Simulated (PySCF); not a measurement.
PySCF input file for HO₃S, SMILES O=S(=O)=[OH+], charge +1, PBE0-D3(BJ)/def2-SVP. Coordinates come from a PBE0-D3(BJ)/def2-SVP optimisation. The isomer is the one that the SMILES or the coordinates give; other isomers of the formula were not compared.

```python
import numpy as np
from pyscf import gto, scf, dft
from pyscf.hessian import thermo

mol = gto.M(
    atom='''
    O    -1.37276202   -0.51875197   -0.00000000
    S    -0.09025579    0.08871453    0.00000000
    O     0.32921514    1.43854081   -0.00000000
    O     1.11311470   -0.86832133   -0.00000000
    H     0.88755013   -1.83117257    0.00000000
    ''',
    basis='def2-SVP',
    charge=1,
    spin=0,
    max_memory=1600,
    verbose=3,
)
mf = dft.RKS(mol, xc='pbe0').density_fit(auxbasis='def2-universal-jkfit')
mf.disp = 'd3bj'
mf.grids.level = 3
mf.conv_tol = 1e-11
mf.max_cycle = 100
mf.kernel()

# [left out here: the lines that compute and print the analytic Hessian (its translational invariance restored by hand, since the grid's response is missing), thermochemistry and intensities]
```

Log of the run:

```
converged SCF energy = -623.332553099287

WARN: DFTD3 does not support analytical Hessian, using finite difference


WARN: Mole.unit (angstrom) is changed to Bohr

Mode                                 0                   1                   2
Irrep
Freq [cm^-1]                      434.9046            436.6001            472.0742
Reduced mass [au]                  22.5660              5.6664             16.1297
Force const [Dyne/A]                2.5147              0.6364              2.1179
Char temp [K]                     625.7309            628.1703            679.2097
Normal mode                   x     y     z       x     y     z       x     y     z
       0   O                -0.00  0.00 -0.10   -0.10  0.09  0.00   -0.01  0.13 -0.00
       1   S                -0.00 -0.00  0.14   -0.03 -0.06 -0.00    0.06 -0.04  0.00
       2   O                 0.00 -0.00 -0.10    0.04 -0.08  0.00   -0.16  0.03 -0.00
       3   O                 0.00  0.00 -0.08    0.10  0.10  0.00    0.05 -0.08 -0.00
       4   H                 0.00  0.00  0.02    0.35  0.04 -0.00   -0.00 -0.07  0.00
Mode                                 3                   4                   5
Irrep
Freq [cm^-1]                      512.9789            937.5767           1086.7716
Reduced mass [au]                   1.1073             10.1220              1.2678
Force const [Dyne/A]                0.1717              5.2424              0.8822
Char temp [K]                     738.0624           1348.9641           1563.6223
Normal mode                   x     y     z       x     y     z       x     y     z
       0   O                 0.00 -0.00 -0.01    0.08  0.04 -0.00   -0.02 -0.02  0.00
       1   S                -0.00  0.00 -0.01    0.05 -0.04  0.00   -0.01  0.01 -0.00
       2   O                 0.00  0.00  0.04   -0.03 -0.07 -0.00    0.01  0.08 -0.00
       3   O                -0.00 -0.00 -0.07   -0.17  0.11 -0.00   -0.04 -0.07  0.00
       4   H                -0.00 -0.00  0.95    0.21  0.03  0.00    0.84 -0.27 -0.00
Mode                                 6                   7                   8
Irrep
Freq [cm^-1]                     1280.2968           1562.0049           3585.8382
Reduced mass [au]                  12.4826             17.8055              1.0685
Force const [Dyne/A]               12.0553             25.5958              8.0950
Char temp [K]                    1842.0621           2247.3772           5159.2229
Normal mode                   x     y     z       x     y     z       x     y     z
       0   O                 0.14  0.06 -0.00   -0.11 -0.05  0.00    0.00 -0.00  0.00
       1   S                -0.08  0.06  0.00    0.08  0.09 -0.00   -0.00  0.00 -0.00
       2   O                -0.03 -0.12 -0.00   -0.04 -0.13  0.00    0.00 -0.00 -0.00
       3   O                 0.04 -0.05 -0.00   -0.01 -0.01  0.00    0.01  0.06  0.00
       4   H                 0.15 -0.07 -0.00    0.09 -0.03 -0.00   -0.22 -0.94 -0.00
temperature 298.1500 [K]
pressure 101325.00 [Pa]
Rotational constants [GHz] 9.85698 9.26462 4.77581
Symmetry number 1
Zero-point energy (ZPE) 0.02349 [Eh]   61661.788 [J/mol]
                           tot       elec      trans        rot        vib
Entropy [J/mol/K]       278.109      0.000    163.562    100.895     13.653
Cv [J/mol/K]             51.211      0.000     12.472     12.472     26.268
Cp [J/mol/K]             59.526      0.000     20.786     12.472     26.268
Internal energy [J/mol]                      3718.434   3718.434  64554.117
Internal energy [Eh]   -623.30513  -623.33255
Enthalpy [J/mol]                             6197.391   3718.434  64554.117
Enthalpy [Eh]          -623.30419
Gibbs free energy [J/mol]                  -42568.629 -26363.336  60483.608
Gibbs free energy [Eh] -623.33577
static polarisability / bohr^3: [[25.271  1.661  0.   ]
 [ 1.66  27.82  -0.   ]
 [-0.     0.    12.316]]
largest difference of analytic and finite-field dipole derivatives / e: 0.0015858346589379124
mode   freq/cm-1   IR/(km/mol)   Raman/(A^4/amu)   depolarisation
   1      434.90        42.620             0.136            0.750
   2      436.60        26.788             3.687            0.711
   3      472.07        31.851             3.939            0.747
   4      512.98       161.763             1.075            0.750
   5      937.58       132.238            17.172            0.099
   6     1086.77        92.930             5.586            0.260
   7     1280.30        83.145            12.912            0.252
   8     1562.00       107.942             4.718            0.730
   9     3585.84       486.354            48.969            0.290
max |gradient| / (hartree/bohr): 7.954656212668897e-05
APT charges: [-0.3525  1.7779 -0.3051 -0.5969  0.4766]
```

The calculation finished and met its thresholds.
